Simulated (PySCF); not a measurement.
## Structure elucidation problem

The spectra below were simulated for a compound C6H12OSi2.

1H NMR (500 MHz, computed): δ 5.25 (br s, 1H), 5.18 (m, 1H), 5.10 (m, 1H), 5.07 (m, 1H), 5.07 (br s, 1H), 4.81 (m, 1H), 2.95 (m, 1H), 2.69 (m, 1H), 2.63 (m, 1H), 1.92 (m, 1H), 1.84 (m, 1H), 1.52 (m, 1H).

13C{1H} NMR (computed): δ 161.7 (C), 108.6 (CH2), 40.8 (CH), 40.4 (CH2), 33.9 (CH), 33.5 (CH2).

- σ from GIAO-PBE0/pcSseg-1
- geometry from GFN2-xTB
- code: PySCF 2.14
- no relativistic terms, no solvent, a single conformation

Scale: 1H (σref 31.72) and 13C (σref 186.93) against TMS (reference shieldings calculated alike).

**Question.** Which candidate is it?
A. C=C(C)[C@@]1([SiH3])C=CO[SiH2]1
B. CC1=CC[C@@H]2[SiH2]O[SiH2][C@H]12
C. C=C1CC[C@@H]2[SiH2]O[SiH2][C@H]12
D. CC#C[SiH2]O[SiH2]C1CC1

**Answer.** C. 

The formula gives 3 degrees of unsaturation (2 rings in the answer). 6 carbon signals for 6 carbons: no two carbons are equivalent. Carbon types of the structure: 1 × C, 2 × CH, 3 × CH2, leaving 4 H on heteroatoms. δC 161.7: fully substituted alkene carbon; as expected for a trigonal carbon in a double bond. δC 108.6: terminal =CH2 carbon; an sp2 carbon of a C=C bond. δC 33.5: sp3 CH2 in a ring; aliphatic region, no heteroatom directly attached. δH 2.95: hydrogen on an allylic sp3 CH bonded to Si; allylic position. δH 2.69, 2.63: hydrogen on an allylic sp3 CH2; allylic position.

The others: CC1=CC[C@@H]2[SiH2]O[SiH2][C@H]12 would give 10 signals for carbon-bound and other non-exchanging H, not 12; C=C(C)[C@@]1([SiH3])C=CO[SiH2]1 would give 8 signals for carbon-bound and other non-exchanging H, not 12; CC#C[SiH2]O[SiH2]C1CC1 would give 5 carbon signals, not 6.

Shifts are as computed. Against solution values, carbons near 30 ppm lie about +3 ppm off and those near 130 ppm about +5 ppm. Of 1211 compounds with measured shifts, 218 miss one by over three times the rms of a fit or turn the order of signals round; such compounds aren't used in these exercises. No couplings were computed; multiplicities are counted from neighbouring protons, with m where these are inequivalent, close in shift, in a saturated or five-membered ring or joined by F or P, and br s for small geminal =CH2 splittings.
